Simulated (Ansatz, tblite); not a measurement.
Removing and adding an electron: the cluster PtAu₂ (the lowest singlet isomer of a short search). The state is a singlet with charge 0. Geometry: B3LYP-D4/def2-TZVP. Ansatz, gas phase; energy differences of separate SCF runs; the oxidised species was run as a doublet alone; the reduced species was run as a doublet alone.

Cartesian coordinates in Å:
```
Pt -1.373 0.121 0.389
Au 1.047 -0.330 1.163
Au 0.326 0.209 -1.552
```

In the def2 sets Au, Pt take a core potential; there is no spin–orbit coupling. The xTB rows come from tblite. B3LYP takes the VWN-RPA correlation. HOMO above LUMO, or a gap near zero within one spin, warns that the state may not be the lowest or that an electron is smeared out. The structure comes from a short search, and lower isomers may exist.

Estimate orbital energies and vertical ionisation energies and electron affinities at: GFN1-xTB; GFN2-xTB; PBE-D4/def2-TZVPD; revPBE-D4/def2-TZVP; r2SCAN-D4/def2-TZVP; r2SCAN-D4/def2-TZVPD; B3LYP-D4/def2-TZVP; PBE0-D4/def2-TZVP; PBE0-D4/def2-TZVPD; ωB97X-V/def2-TZVP.


```csv
level,−HOMO (eV),vertical IE (eV),−LUMO (eV),vertical EA (eV),HOMO–LUMO gap (eV),IE − EA (eV),remarks
GFN1-xTB,10.87,13.92,9.95,6.68,0.92,7.24,–
GFN2-xTB,8.86,12.10,7.32,4.35,1.54,7.76,–
PBE-D4/def2-TZVPD,4.82,–,4.25,2.00,0.57,–,"HOMO above zero (-1 doublet), restricted, untested (singlet)"
revPBE-D4/def2-TZVP,4.73,7.93,4.14,–,0.59,–,"gap within one spin near zero (+1 doublet), restricted, untested (singlet)"
r2SCAN-D4/def2-TZVP,4.97,7.82,4.11,–,0.86,–,–
r2SCAN-D4/def2-TZVPD,4.96,–,4.09,2.01,0.86,–,"HOMO above zero (-1 doublet), spin-contaminated (⟨S²⟩ 0.87) (-1 doublet)"
B3LYP-D4/def2-TZVP,5.79,7.85,3.67,–,2.12,–,–
PBE0-D4/def2-TZVP,5.93,7.63,3.34,–,2.59,–,–
PBE0-D4/def2-TZVPD,5.92,–,3.33,1.80,2.59,–,–
ωB97X-V/def2-TZVP,8.04,7.34,1.42,–,6.62,–,–
```

Run but left out: HF/def2-TZVP, PBE-QIDH/def2-TZVP, MP2/def2-TZVP, CCSD/def2-TZVP, CCSD(T)/def2-TZVP (singlet: restricted singlet, unstable towards broken spin symmetry); PBE-D4/def2-TZVP (charge +1 doublet: an occupied level 0.00 eV above an empty one); BHLYP-D4/def2-TZVP (singlet: restricted singlet, unstable in another Hartree–Fock run and untested here).   A HOMO above zero means that the electron is unbound at that level or that self-interaction error raises the level; the energy of removing that electron tells which. Raw xTB energy differences between charge states are shifted by several eV; the methods need an empirical correction for them.
